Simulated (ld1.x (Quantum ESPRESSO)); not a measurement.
## Transferability test, TM semilocal potential for B

* Element: boron (B)
* Generator: ld1.x (Quantum ESPRESSO) 7.5
* Type: norm-conserving Troullier–Martins (semilocal form)
* Functional: LDA (PZ)
* Relativity: scalar-relativistic
* Frozen core: [He]
* Valence charge: 3
* Reference configuration: 2s2 2p1
* Partial waves: 2p (bound): rc 3.30 bohr; 2s (bound): rc 1.70 bohr
* Local potential: the s channel
* Core correction: a·sin(br)/r model core, default radius (core density twice the valence density)

Energies are relative to the spin-unpolarised reference configuration 2s2 2p1; without spin polarisation the order of configurations can differ from experiment. Spin-polarised rows fill each open shell by Hund’s rule, majority spin first.

Give the all-electron excitation energy and the error of the potential for: 2s2 2p0; 2s1 2p0; 2s2 2p0.5; 2s2 2p1.3; 2s1 2p1; 2s0 2p3; 2s1 2p2; 2s2 2p1 (spin-polarised); 2s1 2p0 (spin-polarised).

```json
{"valence configuration": "2s2 2p0", "charge": "+1", "ΔE all-electron (eV)": "8.327", "error AE − PS (meV)": "+120"}
{"valence configuration": "2s1 2p0", "charge": "+2", "ΔE all-electron (eV)": "33.631", "error AE − PS (meV)": "+354"}
{"valence configuration": "2s2 2p0.5", "charge": "+0.5", "ΔE all-electron (eV)": "2.943", "error AE − PS (meV)": "+16"}
{"valence configuration": "2s2 2p1.3", "charge": "-0.3", "ΔE all-electron (eV)": "-0.772", "error AE − PS (meV)": "+0.7"}
{"valence configuration": "2s1 2p1", "charge": "+1", "ΔE all-electron (eV)": "14.283", "error AE − PS (meV)": "-76"}
{"valence configuration": "2s0 2p3", "charge": "0", "ΔE all-electron (eV)": "11.401", "error AE − PS (meV)": "-87"}
{"valence configuration": "2s1 2p2", "charge": "0", "ΔE all-electron (eV)": "5.686", "error AE − PS (meV)": "-22"}
{"valence configuration": "2s2 2p1 (spin-polarised)", "charge": "0", "ΔE all-electron (eV)": "-0.235", "error AE − PS (meV)": "+4.7"}
{"valence configuration": "2s1 2p0 (spin-polarised)", "charge": "+2", "ΔE all-electron (eV)": "32.903", "error AE − PS (meV)": "+341"}
```
